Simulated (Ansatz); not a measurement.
Geometry optimisation, RKS PBE0/def2-SVP (Ansatz).

Input file:

```yaml
crystal:
  periodic: [false, false, false]
  atoms:
    - { symbol: Ge, position_ang: [0.0, 0.0, 0.0] }
    - { symbol: O, position_ang: [0.0, 0.0, 2.12] }
    - { symbol: H, position_ang: [-0.9095, -0.2814, 2.4571] }
    - { symbol: H, position_ang: [1.4616, 0.0, -0.5162] }
    - { symbol: H, position_ang: [-0.73, 1.2648, -0.5162] }
    - { symbol: H, position_ang: [-0.73, -1.2648, -0.5162] }
    - { symbol: P, position_ang: [1.3414, -2.0369, 0.8104] }
    - { symbol: H, position_ang: [0.5451, -3.2066, 0.6915] }
    - { symbol: H, position_ang: [2.5116, -2.1793, 0.0187] }
    - { symbol: H, position_ang: [0.6914, -1.05, 1.9541] }
basis:
  gaussian: { orbitals: def2-SVP }
hamiltonian:
  xc: pbe0
relax:
  f_tol: 0.15
  max_steps: 25
  restrain:
    - { distance: [0, 6], at: 2.27, k: 30.0 }
    - { distance: [9, 1], at: 1.01, k: 30.0 }
    - { distance: [0, 1], at: 2.97, k: 30.0 }
    - { distance: [9, 6], at: 2.62, k: 30.0 }
```

Launched with:

```bash
$ ansatz run input.yaml --threads 2 --pin off --max-ram 3072MiB --backend cpu --events-out ev --progress --plain --runs-dir out
```

Q: Where does it end, and by what steps?

A: The forces met the threshold. The restraints hold the end off the free minimum; the threshold counts their pulls, which the force column leaves out. Restrained pairs: Ge1–P7 (2.57 → 2.29 Å), O2–H10 (1.27 → 0.98 Å), Ge1–O2 (2.12 → 2.97 Å), P7–H10 (1.64 → 2.62 Å). After 20 steps the energy has fallen by 3.390 eV (the restraints' own energy left out); H4 moved furthest, 1.42 Å.

```tsv
step	energy less start (eV)	largest force component (eV/Å)	accepted
0	0.0000	1.648	yes
1	0.1114	3.046	yes
2	0.2006	3.147	yes
3	-0.0376	2.440	yes
4	-0.9861	2.607	yes
5	-2.0257	2.122	yes
6	-2.6817	1.275	yes
7	-2.9417	1.077	yes
8	-3.1135	0.995	yes
9	-3.1604	1.425	yes
10	-3.1488	2.464	no
11	-3.2108	1.013	yes
12	-3.2386	0.941	yes
13	-3.2611	1.307	yes
14	-3.3121	1.016	yes
15	-3.3416	0.814	yes
16	-3.3170	1.289	no
17	-3.3654	0.771	yes
18	-3.3788	0.788	yes
19	-3.3794	0.804	yes
20	-3.3896	0.776	yes
```

```xyz
10
Properties=species:S:1:pos:R:3
Ge 0.433 -0.313 -0.460
O -0.675 -0.296 2.300
H -1.045 -1.103 2.677
H 1.106 -0.329 -1.854
H 0.515 1.121 0.080
H -1.030 -0.747 -0.626
P 1.567 -1.729 0.936
H 0.626 -2.794 0.823
H 2.447 -2.287 -0.039
H 0.237 -0.277 2.666
```

Time of the run: 86 s on 2 threads of Arm Neoverse N1, on a shared host, peak memory 0.22 GiB.
